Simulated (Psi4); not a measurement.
A dimer, C2H6 ··· COS (SMILES CC and O=C=S); the first 8 atoms form monomer A.

```
11

C      0.7607    -0.0460     0.0397
C     -0.7607     0.0460    -0.0397
H      1.2367     0.6075    -0.6941
H      1.1251     0.2462     1.0265
H      1.1073    -1.0636    -0.1515
H     -1.1073     1.0636     0.1515
H     -1.1251    -0.2462    -1.0265
H     -1.2367    -0.6074     0.6941
O     -4.2560    -0.7545     1.0549
C     -4.2927    -0.1064     0.0989
S     -4.3422     0.7697    -1.1935
```

### Question
What interaction energy does SAPT0/jun-cc-pVDZ, frozen core in Psi4 give, and which attractive term is the largest?

### Answer
Total -0.43 kcal/mol: electrostatics -0.68, exchange 1.71, induction -0.11, dispersion -1.35. The most attractive term is dispersion.
